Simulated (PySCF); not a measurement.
PySCF input for Al(Cl)(Me)(NH2) (CH₅AlClN), SMILES [CH3][Al]([NH2])[Cl], KT2/pcSseg-1. Coordinates come from a B3LYP-D3(BJ)/def2-SVP optimisation. Other conformers were not sampled.

```python
import numpy as np
from pyscf import gto, scf, dft
from pyscf.prop.nmr import rks as nmr

mol = gto.M(
    atom='''
    Al   -0.07015316   -0.39364155    0.00000000
    Cl    0.21994757    1.70807214   -0.00000000
    C     1.45386036   -1.60083318   -0.00000000
    H     2.08913313   -1.42828070    0.88520891
    H     1.15190185   -2.66077744    0.00000000
    H     2.08913314   -1.42828070   -0.88520891
    N    -1.75241367   -0.93807793   -0.00000000
    H    -2.05297825   -1.90820781   -0.00000000
    H    -2.56057402   -0.32279505    0.00000000
    ''',
    basis='pcSseg-1',
    charge=0,
    spin=0,
    max_memory=1600,
    verbose=3,
)
mf = dft.RKS(mol, xc='kt2')
mf.grids.level = 3
mf.conv_tol = 1e-10
mf.max_cycle = 100
mf.kernel()
n = nmr.NMR(mf)
n.verbose = 2
n.max_cycle_cphf = 60
sigma = n.kernel()
print('atom   isotropic/ppm   span/ppm')
for i, s in enumerate(sigma):
    w = np.linalg.eigvalsh((s + s.T) / 2)
    print(f'{mol.atom_symbol(i):2s}{i + 1:3d} {w.mean():14.3f} {w[2] - w[0]:11.3f}')
```

Log of the run:

```
converged SCF energy = -805.792612615667
atom   isotropic/ppm   span/ppm
Al  1        379.915      97.760
Cl  2        943.672     243.041
C   3        196.624      11.128
H   4         31.332      11.576
H   5         31.650      12.508
H   6         31.332      11.576
N   7        219.249      77.695
H   8         29.851      15.511
H   9         29.828      16.445
```

Self-consistency was reached.

Cost: roughly 11 core-seconds.
